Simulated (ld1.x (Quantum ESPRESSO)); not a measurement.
# Reading a pseudo-wave (technetium)

Columns: radius, all-electron u(r) and pseudo u(r) of the 4d shell (level -8.04 eV) of technetium in the configuration [Kr] 4d5 5s1 5p1; PBEsol, scalar-relativistic, PAW scheme, ld1.x (Quantum ESPRESSO) 7.5.

```json
{"r (bohr)": "0.150", "all-electron": "0.2750", "pseudo": "-0.0023"}
{"r (bohr)": "0.300", "all-electron": "0.3677", "pseudo": "-0.0178"}
{"r (bohr)": "0.450", "all-electron": "0.1175", "pseudo": "-0.0564"}
{"r (bohr)": "0.600", "all-electron": "-0.2083", "pseudo": "-0.1227"}
{"r (bohr)": "0.750", "all-electron": "-0.4792", "pseudo": "-0.2143"}
{"r (bohr)": "0.900", "all-electron": "-0.6629", "pseudo": "-0.3227"}
{"r (bohr)": "1.050", "all-electron": "-0.7660", "pseudo": "-0.4352"}
{"r (bohr)": "1.200", "all-electron": "-0.8076", "pseudo": "-0.5374"}
{"r (bohr)": "1.350", "all-electron": "-0.8071", "pseudo": "-0.6167"}
{"r (bohr)": "1.500", "all-electron": "-0.7800", "pseudo": "-0.6649"}
{"r (bohr)": "1.650", "all-electron": "-0.7374", "pseudo": "-0.6797"}
{"r (bohr)": "1.800", "all-electron": "-0.6867", "pseudo": "-0.6646"}
{"r (bohr)": "1.950", "all-electron": "-0.6330", "pseudo": "-0.6277"}
{"r (bohr)": "2.100", "all-electron": "-0.5793", "pseudo": "-0.5790"}
{"r (bohr)": "2.250", "all-electron": "-0.5273", "pseudo": "-0.5274"}
{"r (bohr)": "2.400", "all-electron": "-0.4782", "pseudo": "-0.4782"}
{"r (bohr)": "2.550", "all-electron": "-0.4325", "pseudo": "-0.4325"}
{"r (bohr)": "2.700", "all-electron": "-0.3904", "pseudo": "-0.3904"}
{"r (bohr)": "2.850", "all-electron": "-0.3517", "pseudo": "-0.3517"}
{"r (bohr)": "3.000", "all-electron": "-0.3165", "pseudo": "-0.3165"}
{"r (bohr)": "3.150", "all-electron": "-0.2845", "pseudo": "-0.2845"}
{"r (bohr)": "3.300", "all-electron": "-0.2555", "pseudo": "-0.2555"}
{"r (bohr)": "3.450", "all-electron": "-0.2292", "pseudo": "-0.2292"}
{"r (bohr)": "3.600", "all-electron": "-0.2056", "pseudo": "-0.2056"}
{"r (bohr)": "3.750", "all-electron": "-0.1842", "pseudo": "-0.1842"}
{"r (bohr)": "3.900", "all-electron": "-0.1650", "pseudo": "-0.1650"}
```

Q: How many radial nodes do the two functions have?

A: The all-electron 4d function has n − l − 1 = 1; the pseudo-wave has 0, since the states of the same l below it are removed with the core.

Q: At about which radius was the pseudo-wave matched?

A: 2.40 bohr. The columns agree to 0.0005 from 2.10 bohr on; several derivatives are matched, so the curves merge somewhat inside the radius.

Q: Where does each function peak?

A: Outermost all-electron maximum near 1.20 bohr, pseudo maximum near 1.65 bohr (to the table’s step).

Q: Is the pseudo-wave norm-conserving?

A: No, it belongs to a PAW set: the norm inside the radius is not constrained, and the difference is carried by the augmentation charge.
